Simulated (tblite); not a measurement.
Input of a run (GFN2-xTB geometry optimisation, gas phase (tblite 0.8.0)), started from a force field or distance geometry:
```
{"job": {"kind": "relax", "xc": "GFN2-xTB", "basis": "xTB"}, "charge": 0, "multiplicity": 1}
C     -1.733200    -0.217100    -0.287400
Si    -0.185200     0.534100     0.376000
C      1.304700    -0.490400     0.370600
C      1.847300     0.134900    -0.642200
O      0.861100     1.035800    -0.845000
H     -1.596800    -0.542100    -1.331700
H     -2.524200     0.573100    -0.270800
H     -2.056400    -1.086500     0.286100
H     -0.355000     1.438400     1.522900
H      1.634300    -1.339100     0.982100
H      2.808700    -0.038400    -1.146700
```

Output (eV, eV/Å):
```
step      E/eV     max force
  0    -414.00405    5.669
  1    -414.37504    2.662
  2    -414.49847    1.230
  3    -414.56601    0.813
  4    -414.62396    0.536
  5    -414.64206    0.489
  6    -414.66638    0.353
  7    -414.67653    0.332
  8    -414.68381    0.295
  9    -414.69036    0.244
 10    -414.69541    0.211
 11    -414.69843    0.163
 12    -414.70022    0.143
 13    -414.70148    0.120
 14    -414.70289    0.125
 15    -414.70445    0.135
 16    -414.70579    0.092
 17    -414.70665    0.071
 18    -414.70720    0.060
 19    -414.70760    0.055
 20    -414.70785    0.040
 21    -414.70805    0.040
 22    -414.70826    0.047
 23    -414.70858    0.061
 24    -414.70898    0.057
 25    -414.70934    0.049
 26    -414.70963    0.047
 27    -414.70994    0.052
 28    -414.71042    0.066
 29    -414.71108    0.078
 30    -414.71176    0.069
 31    -414.71231    0.061
 32    -414.71282    0.070
 33    -414.71340    0.076
 34    -414.71400    0.077
 35    -414.71438    0.043
 36    -414.71451    0.029
 37    -414.71459    0.025
 38    -414.71468    0.028
 39    -414.71479    0.033
 40    -414.71490    0.034
 41    -414.71503    0.035
 42    -414.71518    0.041
 43    -414.71540    0.045
 44    -414.71569    0.057
 45    -414.71607    0.059
 46    -414.71656    0.078
 47    -414.71708    0.084
 48    -414.71753    0.064
 49    -414.71792    0.068
 50    -414.71838    0.077
 51    -414.71903    0.067
 52    -414.71975    0.071
 53    -414.71997    0.112
 54    -414.71926    0.162
 55    -414.72080    0.057
 56    -414.72102    0.057
 57    -414.72192    0.075
 58    -414.72236    0.049
 59    -414.72306    0.070
 60    -414.72345    0.071
 61    -414.72399    0.052
 62    -414.72423    0.035
 63    -414.72434    0.027
 64    -414.72438    0.021
 65    -414.72441    0.019
 66    -414.72447    0.018
 67    -414.72450    0.012
 68    -414.72451    0.007
```

**Question.** Summarise the run.

**Answer.** The energy falls by 69.5 kJ/mol over 68 L-BFGS steps, the largest force on an atom goes from 5.67 to 0.007 eV/Å, and the atoms move by 0.279 Å rms after alignment. The bond that changes most is Si2–C3 (oxygen-bound silicon to alkene CH carbon), which lengthens by 0.081 Å. Bonds longer at the end by more than 0.005 Å: 5 of 11; shorter: 6. Among the angles that change most is O5–C4–H11, from 132.4° to 117.3°. Among the dihedrals that turn most is H8–C1–Si2–O5, from 140° to 174°. The energy rose by more than 1e-5 eV at step 54. The first step brought 51 % of the lowering.

**Question.** What are the final bond lengths?

**Answer.** C1–Si2 1.888 Å, Si2–C3 1.889 Å, C3=C4 1.333 Å, C4–O5 1.378 Å, Si2–O5 1.714 Å, C1–H6 1.086 Å, C1–H7 1.086 Å, C1–H8 1.084 Å, Si2–H9 1.457 Å, C3–H10 1.071 Å, C4–H11 1.077 Å. Numbering counts from 1 in the input's order; the species is `C[Si@@H]1OC=C1`.

Time: 0.3 s of wall time. Hardware: one thread of an Arm Neoverse V1, shared host with 32 logical CPUs at a one-minute load of 27.

Its GFN2-xTB frequencies are all real (lowest 112 cm⁻¹).

All values are computed, not measured.
